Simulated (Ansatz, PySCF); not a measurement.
Gas-phase reaction in SMILES: CO[Si](S)(S)OC + 6 [H][H] (H2) -> 2 C (CH4) + 2 O (H2O) + 2 S (H2S) + [SiH4] (SiH4)
Structures are relaxed separately at B3LYP-D3(BJ)/def2-TZVP in Ansatz (a program for electronic structure), one conformer each, not searched for the lowest. Frequencies are from Ansatz or PySCF.

Property: energy of full hydrogenation (0 K, with B3LYP-D3(BJ) harmonic zero-point energies), in kcal/mol. Correlated levels leave the core frozen unless marked. Spin-orbit coupling is left out. No relativistic terms. CBS marks a two-point X^-3 extrapolation of the correlation energy; Hartree-Fock from the larger set.

CCSD(T)/CBS(cc-pV(T+d)Z,cc-pV(Q+d)Z) (Ansatz) gives 20.3 kcal/mol.

Question: Another calculation gave 18.4 kcal/mol. Which level was it?
(A) LC-wPBE/def2-TZVPD (Ansatz)
(B) revPBE/def2-TZVPD (Ansatz)
(C) PBE-QIDH/def2-TZVPD (Ansatz)
(D) r2SCAN/def2-TZVPD (Ansatz)

Answer: C, PBE-QIDH/def2-TZVPD (Ansatz). The others give 7.7 (revPBE), 10.5 (LC-wPBE), 22.7 (r2SCAN) kcal/mol.
